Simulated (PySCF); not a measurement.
## Si⁺: excitation energy

Si⁺ [Ne] 3s2 3p1 (2P) → Si⁺ [Ne] 3s2 4s1 (2S), as a difference of total energies. Computed with PySCF 2.14 in aug-cc-pV(T+d)Z (6s5p4d2f, 55 functions), with no relativity, point nucleus. Correlated levels: valence: [Ne] frozen. The calculations carry no spin-orbit coupling.

```json
{"method": "UHF", "excitation energy (eV)": "7.988"}
{"method": "MP2 (valence)", "excitation energy (eV)": "8.022"}
{"method": "SCS-MP2 (valence)", "excitation energy (eV)": "8.041"}
{"method": "CCSD (valence)", "excitation energy (eV)": "8.092"}
{"method": "CCSD(T) (valence)", "excitation energy (eV)": "8.092"}
{"method": "CCSDT (valence)", "excitation energy (eV)": "8.091"}
```

**Question.** How much does correlation contribute at CCSD(T) (valence)?

**Answer.** 8.092 − (7.988) = 0.104 eV, measured against UHF.

Errors of the correlated levels include the incompleteness of this basis and the frozen core.

For comparison: 8.097 eV (measured; NIST levels, between the centres of gravity of the two terms).
